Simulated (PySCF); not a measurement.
Al(H)2(NMe2) (C₂H₈AlN), SMILES C[N](C)[AlH2]. Geometry: PBE-D3(BJ)/def2-SVP. The structure was generated by enumeration; whether it is a known compound was not checked.

Method: PBE-D3(BJ)/def2-SVP run with PySCF.

Harmonic wavenumbers (cm⁻¹): 210, 219, 240, 277, 306, 350, 526, 545, 623, 741, 998, 1049, 1071, 1124, 1195, 1258, 1378, 1398, 1402, 1406, 1426, 1450, 1880, 1893, 2892, 2898, 2941, 2951, 3043, 3044. Rotational constants (GHz): 8.720, 4.320, 3.000; symmetry number 2.

Q: Work out the zero-point energy and the ideal-gas rigid-rotor harmonic-oscillator thermochemistry at 298.15 K and 1 atm.

A: ZPE = ½ Σ hcν = ½ × 40735 cm⁻¹ = 243.65 kJ/mol. H − E(el) = 263.12 kJ/mol. Entropy in J/(mol K): translation 162.27, rotation 100.75, vibration 51.14, total 314.15. G − E(el) = 169.45 kJ/mol. Cp = 103.35 J/(mol K).
